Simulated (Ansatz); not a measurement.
Reactions of `F[Si](Cl)(Br)Br`.

Isolated molecules relaxed with PBE0-D4/def2-TZVP in Ansatz; ΔE leaves out vibrations. CBS: MP2 limit from def2 TZ/QZ plus the TZ coupled-cluster correction, frozen cores. This one scheme is used for every species. DFT in def2-TZVPP. B3LYP here is the variant with VWN-RPA as its local correlation; programs differ in this. For Br outer-core shells are correlated without core-valence functions, which leaves a few kJ/mol of doubt a bond. Scalar relativity is left out up to krypton. One conformer a species, not always the lowest.

```csv
reaction,ωB97X-V (kJ/mol),RPA@PBE/def2-TZVPP (kJ/mol),revPBE-D4 (kJ/mol),B3LYP-D4 (kJ/mol),CCSD(T)/CBS(def2) (kJ/mol)
`F[Si](Cl)(Br)Br` → `ClBr` + `F[Si]Br`,465,421,430,434,462
`F[Si](Cl)(Br)Br` + H₂O → `O[Si](F)(Br)Br` + HCl,-19,-23,-8,-18,-15
`F[Si](Cl)(Br)Br` + H₂O → `O[Si](F)(Cl)Br` + HBr,-27,-30,-13,-26,-20
`F[Si](Cl)(Br)Br` → Br₂ + `F[Si]Cl`,421,380,391,391,421
```

Largest T1 diagnostic: 0.014, for `F[Si]Cl`.
